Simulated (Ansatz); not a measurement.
`N=C([SiH3])I` → `N=CI` + `[SiH2]` at 500 K and 1 bar (silylene formation by 1,1-elimination).

Gas-phase electronic energies from Ansatz, PBE0-D4/def2-TZVP geometries. CCSD(T)/CBS is the MP2 limit (def2-TZVPP, def2-QZVPP) plus CCSD(T) − MP2 in def2-TZVPP, frozen cores. This one scheme is used for every species. def2 core potentials past Kr. For I outer-core shells are correlated without core-valence functions, which leaves a few kJ/mol of doubt a bond. Each species was taken in one conformer, which may not be the lowest.

| species | CCSD(T)/CBS energy (Eh) | H − E (kJ/mol) | S (J/(mol·K)) |
| --- | --- | --- | --- |
| `N=C([SiH3])I` | -681.64518 | 158.7 | 389.5 |
| `N=CI` | -391.36369 | 103.6 | 310.4 |
| `[SiH2]` | -290.19011 | 48.0 | 226.5 |

H − E and S are ideal-gas, rigid-rotor, harmonic terms from PBE0-D4/def2-TZVP, for one conformer and one mirror image of each species. 1 Eh = 2625.50 kJ/mol, R = 8.31446 J/(mol·K).

Q: By hand: ΔE, ΔH, ΔS and ΔG.

A: ΔE = (-391.36369) + (-290.19011) − (-681.64518) = 0.09138 Eh = 239.9 kJ/mol. Δ(H − E) = 103.6 + 48.0 − 158.7 = -7.1, so ΔH = 232.8 kJ/mol. ΔS = 310.4 + 226.5 − 389.5 = 147.4 J/(mol·K). ΔG = 232.8 − 500 × (147.4)/1000 = 159.1 kJ/mol.

Q: By hand: the equilibrium constant, and the temperature at which ΔG would vanish if ΔH and ΔS stayed fixed.

A: log₁₀ K = −ΔG/(RT ln 10) = -16.6. ΔG = 0 at ΔH/ΔS = 1579 K.

The number of gas molecules changes by +1, which sets the sign of ΔS. A doubt of 5 kJ/mol in ΔE shifts log₁₀ K by 0.5 here. Other conformers and mirror images would add mixing entropy, several J/(mol·K) or more a flexible species. These are equilibria of isolated gas molecules and say nothing of rates. Largest T1 diagnostic: 0.014 (customary marks: 0.02 for closed shells, 0.045 for open ones).
